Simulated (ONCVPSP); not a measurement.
## Scattering properties, ONCV potential for Li

* Element: lithium
* Generator: ONCVPSP 4.0.1
* Type: optimised norm-conserving Vanderbilt (ONCV)
* Functional: LDA (Perdew-Zunger)
* Relativity: non-relativistic
* Frozen core: none
* Valence charge: 3
* Reference configuration: 1s2 2s1
* Partial waves: 1s+2s: rc 1.20 bohr, ncon 4, nbas 8, qcut 8.7 1/bohr, 2 projectors; p scattering state at 0.02 Ha: rc 1.00 bohr, ncon 4, nbas 8, qcut 7.5 1/bohr, 2 projectors, debl 1.5 Ha
* Local potential: polynomial inside 0.95 bohr (lpopt 5, dvloc0 -1 Ha)
* Core correction: none

The phase is arctan(r·R′/R) of the radial function R(r), unwrapped; energies in Ha, scanned from -3 to 5 Ha. A pole is an energy at which the radial function vanishes at the test radius. The pseudo phase is shifted by a multiple of π to meet the all-electron one at the reference energy, and phase errors are pseudo minus all-electron; the curves can meet again beyond the range given. Levels narrower than the energy grid can be missing from the lists of poles.

Q: For each channel, where are the poles, and over which energies does the pseudopotential scatter like the atom?

A:

| channel | radius (bohr) | reference energy (Ha) | poles, all-electron | poles, pseudo | unbroken range about the reference energy with phases within 0.05 rad | phase error 1 Ha above the reference energy (rad) |
| --- | --- | --- | --- | --- | --- | --- |
| s | 1.22 | -0.11 | -1.47 | -1.47 | the whole range | +0.000 |
| p | 1.01 | 0.02 | none | none | the whole range | +0.000 |

Phases in the p channel:

```json
{"E (Ha)": "-2.98", "all-electron": "0.987", "pseudo": "0.987"}
{"E (Ha)": "-2.76", "all-electron": "0.961", "pseudo": "0.961"}
{"E (Ha)": "-2.54", "all-electron": "0.932", "pseudo": "0.932"}
{"E (Ha)": "-2.32", "all-electron": "0.899", "pseudo": "0.899"}
{"E (Ha)": "-2.10", "all-electron": "0.863", "pseudo": "0.863"}
{"E (Ha)": "-1.88", "all-electron": "0.821", "pseudo": "0.821"}
{"E (Ha)": "-1.66", "all-electron": "0.775", "pseudo": "0.775"}
{"E (Ha)": "-1.44", "all-electron": "0.722", "pseudo": "0.722"}
{"E (Ha)": "-1.22", "all-electron": "0.661", "pseudo": "0.661"}
{"E (Ha)": "-1.00", "all-electron": "0.592", "pseudo": "0.592"}
{"E (Ha)": "-0.78", "all-electron": "0.513", "pseudo": "0.513"}
{"E (Ha)": "-0.56", "all-electron": "0.423", "pseudo": "0.423"}
{"E (Ha)": "-0.34", "all-electron": "0.321", "pseudo": "0.321"}
{"E (Ha)": "-0.12", "all-electron": "0.207", "pseudo": "0.207"}
{"E (Ha)": "0.10", "all-electron": "0.083", "pseudo": "0.083"}
{"E (Ha)": "0.32", "all-electron": "-0.051", "pseudo": "-0.051"}
{"E (Ha)": "0.54", "all-electron": "-0.188", "pseudo": "-0.188"}
{"E (Ha)": "0.76", "all-electron": "-0.325", "pseudo": "-0.325"}
{"E (Ha)": "0.98", "all-electron": "-0.457", "pseudo": "-0.457"}
{"E (Ha)": "1.20", "all-electron": "-0.580", "pseudo": "-0.580"}
{"E (Ha)": "1.42", "all-electron": "-0.692", "pseudo": "-0.692"}
{"E (Ha)": "1.64", "all-electron": "-0.792", "pseudo": "-0.792"}
{"E (Ha)": "1.86", "all-electron": "-0.880", "pseudo": "-0.880"}
{"E (Ha)": "2.08", "all-electron": "-0.957", "pseudo": "-0.957"}
{"E (Ha)": "2.30", "all-electron": "-1.025", "pseudo": "-1.025"}
{"E (Ha)": "2.52", "all-electron": "-1.085", "pseudo": "-1.085"}
{"E (Ha)": "2.74", "all-electron": "-1.137", "pseudo": "-1.137"}
{"E (Ha)": "2.96", "all-electron": "-1.184", "pseudo": "-1.184"}
{"E (Ha)": "3.18", "all-electron": "-1.225", "pseudo": "-1.225"}
{"E (Ha)": "3.40", "all-electron": "-1.262", "pseudo": "-1.262"}
{"E (Ha)": "3.62", "all-electron": "-1.296", "pseudo": "-1.296"}
{"E (Ha)": "3.84", "all-electron": "-1.326", "pseudo": "-1.326"}
{"E (Ha)": "4.06", "all-electron": "-1.354", "pseudo": "-1.354"}
{"E (Ha)": "4.28", "all-electron": "-1.379", "pseudo": "-1.379"}
{"E (Ha)": "4.50", "all-electron": "-1.403", "pseudo": "-1.403"}
{"E (Ha)": "4.72", "all-electron": "-1.425", "pseudo": "-1.425"}
{"E (Ha)": "4.94", "all-electron": "-1.445", "pseudo": "-1.445"}
```
